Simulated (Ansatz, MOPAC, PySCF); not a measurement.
Isomers of CH4STe: 1 is [Te](C)S, 2 is CS[TeH]; one conformer of each (the lowest of an xTB search), B3LYP-D3(BJ)/def2-TZVP minima.
Isomer 1 (charge 0, multiplicity 1):
```xyz
7

C     -1.097     0.267    -0.055
Te     0.215    -1.156     0.911
S      2.141    -0.786    -0.483
H     -2.076     0.159     0.411
H     -1.156     0.027    -1.112
H     -0.716     1.272     0.098
H      2.688     0.217     0.228
```
Isomer 2 (charge 0, multiplicity 1):
```xyz
7

C     -1.0538     0.1199     0.0547
S      0.1342    -0.7880    -0.9923
Te     2.1178    -0.8490     0.3497
H     -1.9988     0.1121    -0.4909
H     -1.1868    -0.3758     1.0133
H     -0.7324     1.1482     0.2044
H      2.7197     0.6326    -0.1389
```

No zero-point or thermal terms.

Rows in 3-21G carry no dispersion term and start afresh at each structure; the Pople sets are all-electron and without relativity. The state that AM1, PM7 reach isn't checked; PM7 holds dispersion and hydrogen-bond terms.

Run with Ansatz (a program for electronic structure); MOPAC for AM1, PM7 (differences of heats of formation); PySCF for 3-21G rows.  In def2 rows elements past Kr take small-core potentials, without spin–orbit coupling.

Q: One of these levels gives 8.40 kcal/mol for the electronic energy of isomer 2 less that of isomer 1. Name it.
(A) PM7
(B) SVWN5/def2-TZVPP
(C) HF/3-21G
(D) AM1

A: C, HF/3-21G. The others give -3.59 (AM1), -1.30 (PM7), 3.06 (SVWN5/def2-TZVPP)
